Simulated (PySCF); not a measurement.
Vertical excitations of a molecule C4H10BN from TDDFT-PBE/def2-SVPD in PySCF 2.14.0, as energy in eV (oscillator strength): 5.98 (0.000), 6.13 (0.021), 6.28 (0.000), 6.40 (0.004), 6.52 (0.000), 6.70 (0.181), 6.70 (0.002), 6.86 (0.067), 6.87 (0.009), 6.98 (0.002). Lowest triplet (TDA): 5.40 eV. The structure is a stationary point at PBE0-D3(BJ)/def2-SVP. The geometry has at least one imaginary mode, so it is a saddle point at that level. One conformer was computed; it need not be the lowest.

**Question.** Which structure fits?
A) CB1CCCN1
B) C[C@H]1CCB1N
C) CB(N)C1CC1
D) CNB1CCC1

**Answer.** D, CNB1CCC1
